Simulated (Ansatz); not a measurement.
Isomers of Ag₉S₅ (doublet), relaxed with PBE-D4/def2-SVP; total energies from Ansatz at PBE0-D4/def2-TZVP.

```csv
isomer,description,energy (Eh)
A,point group not assigned; 17 × Ag–S 2.38 to 2.63 Å; 1 × Ag–Ag 3.02 Å,-3313.82625
B,point group not assigned; 16 × Ag–S 2.38 to 2.56 Å,-3313.78881
```

In the def2 sets Ag takes a core potential; there is no spin–orbit coupling. Single mean-field runs in def2-TZVP are fitted with def2-universal-jkfit.

B: The geometry of the charge 0 doublet is only loosely relaxed.

The isomers come from a short search, and lower ones may exist.

Problem. Work out the relative energies (1 Eh = 2625.5 kJ/mol) and the Boltzmann populations at 1200 K from electronic energies alone (R = 8.314 J/mol/K).

Solution. ΔE: A 0.0, B 98.3 kJ/mol. RT = 9.98 kJ/mol. Factors exp(−ΔE/RT): A 1, B 5.28e-05; sum 1.000. Populations: A 100.0 %, B 0.0 %. Zero-point energy, vibrational entropy and symmetry numbers are left out and can shift these; an error of 4 kJ/mol changes a ratio by a factor of 1.5. Over the other density-functional and correlated levels in def2 sets, the gap between A and B ranges from 63 to 169 kJ/mol.
